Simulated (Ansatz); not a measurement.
BH₇NPSi, SMILES `NPB[SiH3]`, 11 atoms. Total charge 0; spin multiplicity 1. All runs use 2 threads of an Arm Neoverse V1 on a shared host. Correlated methods freeze the cores.

Q: How many basis functions does each run have, and how long does it take in Ansatz? RKS PBE0-D4/def2-SVP energy; RHF-CCSD(T)/def2-TZVPP energy; RKS ωB97M-V/def2-SVP energy; RKS BHLYP-D4/def2-TZVPP energy; RHF-CCSD(T)/def2-SVP energy; direct RPA on PBE orbitals/def2-TZVPP energy; RKS LC-ωPBE/def2-TZVPP energy; RKS PBE0-D4/def2-TZVP relaxation (10 steps); RKS ωB97M-V/def2-QZVPP energy; RKS PBE0-D4/def2-TZVP frequencies; RKS PBE0-D4/def2-QZVPP energy; RKS HSE06 (plane-wave form)-D4/def2-TZVPP energy. (Estimate.)

A: Ansatz gave: Other jobs shared the machine, so times are rough.

```json
{"level": "RKS PBE0-D4/def2-SVP", "job": "energy", "functions": "99", "wall time": "1.6 s", "peak host memory (GiB)": "0.43"}
{"level": "RKS LC-ωPBE/def2-TZVPP", "job": "energy", "functions": "244", "wall time": "4 s", "peak host memory (GiB)": "0.43"}
{"level": "RHF-CCSD(T)/def2-SVP", "job": "energy", "functions": "99", "wall time": "4.4 s", "peak host memory (GiB)": "0.43"}
{"level": "RKS BHLYP-D4/def2-TZVPP", "job": "energy", "functions": "244", "wall time": "4.7 s", "peak host memory (GiB)": "0.55"}
{"level": "RKS HSE06 (plane-wave form)-D4/def2-TZVPP", "job": "energy", "functions": "244", "wall time": "4.7 s", "peak host memory (GiB)": "0.57"}
{"level": "RKS ωB97M-V/def2-SVP", "job": "energy", "functions": "99", "wall time": "6.5 s", "peak host memory (GiB)": "0.43"}
{"level": "direct RPA on PBE orbitals/def2-TZVPP", "job": "energy", "functions": "244", "wall time": "7.5 s", "peak host memory (GiB)": "0.51"}
{"level": "RKS PBE0-D4/def2-QZVPP", "job": "energy", "functions": "464", "wall time": "15 s", "peak host memory (GiB)": "1.4"}
{"level": "RKS ωB97M-V/def2-QZVPP", "job": "energy", "functions": "464", "wall time": "33 s", "peak host memory (GiB)": "1.7"}
{"level": "RKS PBE0-D4/def2-TZVP", "job": "relaxation (10 steps)", "functions": "178", "wall time": "50 s", "peak host memory (GiB)": "0.41"}
{"level": "RKS PBE0-D4/def2-TZVP", "job": "frequencies", "functions": "178", "wall time": "3.4 min", "peak host memory (GiB)": "0.43"}
{"level": "RHF-CCSD(T)/def2-TZVPP", "job": "energy", "functions": "244", "wall time": "9.9 min", "peak host memory (GiB)": "1.9"}
```

LC-ωPBE has ω = 0.4 bohr⁻¹.
